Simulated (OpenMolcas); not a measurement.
## Ho: effect of the active space

```yaml
Program: OpenMolcas
Method: SS-CASPT2 or its RAS form, IPEA 0.25 Eh, imaginary shift 0.1 Eh
Basis: ANO-RCC-VTZP
Scalar_Hamiltonian: DKH2, point nucleus
Spin-orbit_coupling: RASSI with atomic mean-field integrals over the reference wave functions, term energies averaged over their components
```

A. 11 electrons in 7 orbitals (4f); 2S+1 = 4 odd, 35 roots (30 in the spin-orbit step); 2S+1 = 2 odd, 112 roots (43 in the spin-orbit step); closed shells correlated: 5s 5p 6s; CASPT2 step about 2.1 core-minutes
B. 11 electrons in 12 orbitals (RAS2 4f; RAS3 5d, at most 1 electron); 2S+1 = 4 odd, 35 roots (13 in the spin-orbit step); 2S+1 = 2 odd, 112 roots (0 in the spin-orbit step); 2S+1 = 6 even, 175 roots (112 in the spin-orbit step); 2S+1 = 4 even, 100 roots kept (CI in the orbitals of an earlier block); 2S+1 = 2 even, 75 roots kept (CI in the orbitals of an earlier block); closed shells correlated: 5s 5p 6s; CASPT2 step roughly 8 core-minutes

Energies in cm-1 above 4f11 6s2 4I* 15/2, the measured ground level; measured values from NIST Handbook of Basic Atomic Spectroscopic Data.

| Level | A | B | Measured |
| --- | --- | --- | --- |
| 4f11 6s2 4I* 15/2 | 0.0 | 0.0 | 0.0 |
| 4f11 6s2 4I* 13/2 | 5600 | 5140 | 5420 |
| 4f11 6s2 4I* 11/2 | 8870 | 9600 | 8605 |
| 4f11 6s2 4I* 9/2 [62 %] | 10780 | 13370 |  |

Deviations, from unrounded energies. A percentage is the sum of absolute deviations over the sum of measured energies, with the sign that they share, or ± where signs differ.

```tsv
Against measurement	Levels	A	B
mean absolute deviation (cm-1)	2	220	640
fine structure of the ground term (%)	2	+3.1	±9.1
```

A lies closest to measurement on these levels. The largest miss of A in the table is 4f11 6s2 4I* 11/2, by +260 cm-1. The ranking rests on the paired levels alone, and a cruder setting can come out closer through cancelling errors.

The spin-orbit steps hold different terms of 4f11 6s2 (B lacks among others 2D*, 2G*, 2H*, 2K*, 2P*), which shifts levels as well.

Between A and B the level of the table that moves most is 4f11 6s2 4I* 9/2 [62 %], by 2600 cm-1 (lowest in A, highest in B). Moves below CASPT2's spread within the term are not significant.

Term energies are means over components that CASPT2 splits; among the terms shown or strongly mixed into the levels shown the widest spread is 980 cm-1 (4f11 6s2 4I*, A). High states are left out of the spin-orbit mixing, which shifts the levels that they would mix with. With the s shell closed, the reference lacks s² → p² mixing (holds for A). Each CASPT2 term energy is a mean over a sample of three components (holds for B). Computed and measured levels are paired by configuration, term and J; levels that our copy of the source lacks, or whose pairing is in doubt (as where it misses far off the trend of its configuration), stay unpaired and out of the deviations. Where the source uses jj or jK labels, the order within each J decides. Levels of configurations outside the active space are missing. Levels that lie high or do not pair safely by name in every column are left out.

A share in square brackets marks a mixed level and gives the weight of the term that names it, the lowest over the columns. * marks odd parity.
